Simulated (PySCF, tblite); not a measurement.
Isomers of C7H10SSi, one GFN2-xTB conformer each. Single-point energies are computed at PBE0/pcSseg-1 (PySCF, gas phase, no added dispersion term), electronic only.

Question: Rank them by PBE0/pcSseg-1 energy, lowest first (kJ/mol).
A. `[CH:1]#[C:2]/[CH:3]=[CH:4]/[C:5](=[S:6])[CH2:7][CH2:8][SiH3:9]` with C3–C4–C5–S6 -5°, C4–C5–C7–C8 -68°, C5–C7–C8–Si9 -57°
B. `[SH:1][SiH2:2][CH2:3][c:4]1[cH:5][cH:6][cH:7][cH:8][cH:9]1` with H–S1–Si2–C3 -38°, S1–Si2–C3–C4 57°, Si2–C3–C4–C5 -96°
C. `[CH2:1]=[CH:2][CH2:3][c:4]1[cH:5][s:6][c:7]([SiH3:8])[cH:9]1` with C1–C2–C3–C4 117°, C2–C3–C4–C5 111°
D. `[CH:1]#[C:2][C@@H:3]1[CH2:4][C@:5]12[CH2:6][C@H:7]2[S:8][SiH3:9]` with C6–C7–S8–Si9 -77°

Answer: B (0.0), C (193.7), A (400.7), D (425.3).

As drawn, the lowest has an aromatic ring, an S–H bond and an Si–C bond, which the highest lacks; the highest has a three-membered ring, a C≡C bond and a quaternary carbon, which the lowest lacks. GFN2-xTB itself gives, in the same order: 0.0, 165.1, 336.0, 288.1. Both levels put the same isomer lowest; measured from each level's own lowest isomer, the values differ by up to 137.2 kJ/mol (C#C[C@@H]1C[C@]12C[C@H]2S[SiH3]: 288.1 against 425.3).

Which frontier levels, dipoles and rotational constants go with these structures?

```json
{"SMILES": "S[SiH2]Cc1ccccc1", "HOMO (eV, PBE0/pcSseg-1)": "-7.02", "LUMO (eV)": "-0.46", "dipole (D)": "2.09", "A, B, C (MHz)": "2110, 733.6, 639.5"}
{"SMILES": "C=CCc1csc([SiH3])c1", "HOMO (eV, PBE0/pcSseg-1)": "-6.85", "LUMO (eV)": "-0.75", "dipole (D)": "0.92", "A, B, C (MHz)": "2043, 669.2, 529.3"}
{"SMILES": "C#C/C=C/C(=S)CC[SiH3]", "HOMO (eV, PBE0/pcSseg-1)": "-6.44", "LUMO (eV)": "-3.10", "dipole (D)": "3.01", "A, B, C (MHz)": "1627, 617.9, 533.4"}
{"SMILES": "C#C[C@@H]1C[C@]12C[C@H]2S[SiH3]", "HOMO (eV, PBE0/pcSseg-1)": "-6.85", "LUMO (eV)": "0.21", "dipole (D)": "1.24", "A, B, C (MHz)": "3742, 509.9, 471.8"}
```

What happens when harmonic zero-point energies from GFN2-xTB frequencies are added?

```csv
SMILES,ZPE (kJ/mol),electronic (kJ/mol),with ZPE (kJ/mol)
S[SiH2]Cc1ccccc1,370.0,0.0,0.0
C=CCc1csc([SiH3])c1,364.2,193.7,187.9
C#C/C=C/C(=S)CC[SiH3],358.5,400.7,389.2
C#C[C@@H]1C[C@]12C[C@H]2S[SiH3],362.1,425.3,417.4
```

The zero-point energies span 11.5 kJ/mol. The order is unchanged.
